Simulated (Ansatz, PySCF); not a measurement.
Constitutional and geometric isomers with formula C2H6N2. Isolated molecules, 0 K electronic values unless said otherwise. One relaxed conformer stands for each flexible species; it need not be the lowest. Strings in code marks are SMILES. Quantity: electronic energy of isomers of C2H6N2 relative to `[H]/N=C(/C)N` (N–C–N–H torsion 16°). Level 1: PBE-D3(BJ)/def2-TZVP // B3LYP-D3(BJ)/def2-TZVP (PySCF). Level 2: frozen-core CCSD(T)/cc-pVTZ // B3LYP-D3(BJ)/def2-TZVP (Ansatz, a first-principles code).

```json
[
 {"case": "`C/N=C/N` (N–C–N–H torsion 14°)", "level 1 (kcal/mol)": "7.8", "level 2 (kcal/mol)": "9.1"},
 {"case": "`C=C(N)N` (N–C–N–H torsion -46°, N–C–N–H torsion -46°)", "level 1 (kcal/mol)": "8.4", "level 2 (kcal/mol)": "9.0"},
 {"case": "`[H]/N=C\\NC` (C–N–C–N torsion 6°)", "level 1 (kcal/mol)": "9.7", "level 2 (kcal/mol)": "withheld"},
 {"case": "`C/N=C\\N` (N–C–N–H torsion 165°)", "level 1 (kcal/mol)": "9.7", "level 2 (kcal/mol)": "10.8"},
 {"case": "`C=NCN` (C–N–C–N torsion -124°, N–C–N–H torsion -174°)", "level 1 (kcal/mol)": "25.8", "level 2 (kcal/mol)": "23.1"},
 {"case": "`C1NCN1`", "level 1 (kcal/mol)": "37.7", "level 2 (kcal/mol)": "36.8"}
]
```

Question: Fit level 2 = a + b·x to the 5 complete rows by least squares, with x = level 1 in kcal/mol. Give a, b and the rms residual, and predict the withheld value.

Answer: Means of the 5 rows: x̄ = 17.88, ȳ = 17.76 kcal/mol. Σ(x − x̄)² = 713.95 and Σ(x − x̄)(y − ȳ) = 646.94, so b = 0.906 and a = ȳ − b·x̄ = 1.56 kcal/mol. The rms residual is 1.00 kcal/mol. At x = 9.7 the line gives 10.3 kcal/mol. The run for `[H]/N=C\NC` (C–N–C–N torsion 6°) gave 10.7 kcal/mol, so the line is off by 0.4 kcal/mol, within twice the rms residual.

Codes: Ansatz, PySCF.
